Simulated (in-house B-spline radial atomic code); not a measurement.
Levels of two electrons outside the [Ne] 3s2 3p6 core along the 20-electron series, above the ground level 3d2 J2; labels give the leading configuration and J, and a prime marks the next level of the same label. Computed with a B-spline radial code for spherical atoms: configuration interaction with many-body perturbation theory for the core, Breit and QED.

```tsv
ion	Z	first ionisation energy (eV)	excitation of 3d2 J2' (eV)	core correlation Breit and QED part of 3d2 J2' (eV)	excitation of 3d2 J3 (eV)	core correlation Breit and QED part of 3d2 J3 (eV)	excitation of 3d2 J0' (eV)	core correlation Breit and QED part of 3d2 J0' (eV)	excitation of 3d2 J0 (eV)	core correlation Breit and QED part of 3d2 J0 (eV)
Sm42+	62	3254.3	38.241	-0.99267	29.946	-0.55445	92.371	-1.4151	17.301	-0.25126
Eu43+	63	3399.1	40.963	-1.0314	32.501	-0.59661	98.12	-1.4662	17.79	-0.22307
Gd44+	64	3547.1	43.843	-1.0716	35.213	-0.64084	104.19	-1.5184	18.279	-0.19319
Tb45+	65	3698.3	46.888	-1.1138	38.089	-0.68752	110.59	-1.5724	18.77	-0.16152
Dy46+	66	3852.7	50.105	-1.1578	41.136	-0.73666	117.34	-1.6282	19.261	-0.12809
```
